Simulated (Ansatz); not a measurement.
Reaction (formal exchange of groups at the Si–C bond): `C[SiH2][GaH2]` + `C#N` → `N#C[SiH2][GaH2]` + CH₄

Computed with Ansatz on PBE0-D4/def2-TZVP structures; ΔE is electronic, products minus reactants. CCSD(T)/CBS adds triple-zeta CCSD(T) − MP2 to the extrapolated MP2 energy (def2 sets, frozen cores). This one scheme is used for every species. DFT in def2-TZVPP. For Ga outer-core shells are correlated without core-valence functions, which leaves a few kJ/mol of doubt a bond. Scalar relativity is left out up to krypton.

```tsv
level	ΔE (kcal/mol)
r2SCAN	-13.5
CAM-B3LYP	-13.6
LC-ωPBE	-12.4
MP2/def2-QZVPP	-13.3
```

(1) What does CCSD(T)/CBS give? (Best estimate.)

Largest T1 diagnostic among the species: 0.014.

## Answers

(1) Ansatz gave: -12.7 kcal/mol. The listed levels differ from it by -0.8, -0.9, 0.3, -0.6 kcal/mol.

In def2-TZVPP, CCSD(T) changes the Hartree–Fock value by +1.7 kcal/mol (the triples alone add −0.0 kcal/mol) and MP2 by +1.2 kcal/mol. Leaving LDA and LC-ωPBE aside and taking each functional with its dispersion term where it has one, the values, not all of them listed here, spread over 1.2 kcal/mol, from BHLYP-D4 to revPBE-D4. LDA lies +1.1 kcal/mol from PBE without D4.
